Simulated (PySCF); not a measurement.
Si(SH)4, H4S4Si, SMILES S[Si](S)(S)S, singlet, CAM-B3LYP/def2-SVP optimised geometry.

```
9

S      1.48    -1.11     0.00
Si    -0.65    -1.11     0.00
S     -1.25    -2.07    -1.82
S     -1.25    -2.07     1.82
S     -1.60     0.80     0.00
H      1.60    -0.64    -1.26
H     -2.56    -1.80    -1.67
H     -0.42    -3.13     1.67
H     -1.23     1.11     1.26
```

Density from CAM-B3LYP/def2-TZVP (PySCF 2.14.0) at that geometry.

Minimum of the electron density along straight lines between bonded atoms, close to the bond critical point (lines longer than 1.1 times the sum of covalent radii, or with two minima, are not listed):

```csv
bond,length / Å,ρ at the minimum / e bohr⁻³,∇²ρ there / e bohr⁻⁵,position (fraction from the first atom)
S1–Si2,2.139,0.104,0.06,0.64
Si2–S3,2.139,0.104,0.06,0.36
Si2–S4,2.139,0.104,0.06,0.36
Si2–S5,2.139,0.104,0.06,0.36
S1–H6,1.351,0.211,-0.60,0.65
S3–H7,1.351,0.211,-0.60,0.65
S4–H8,1.351,0.211,-0.60,0.65
S5–H9,1.351,0.211,-0.60,0.65
```
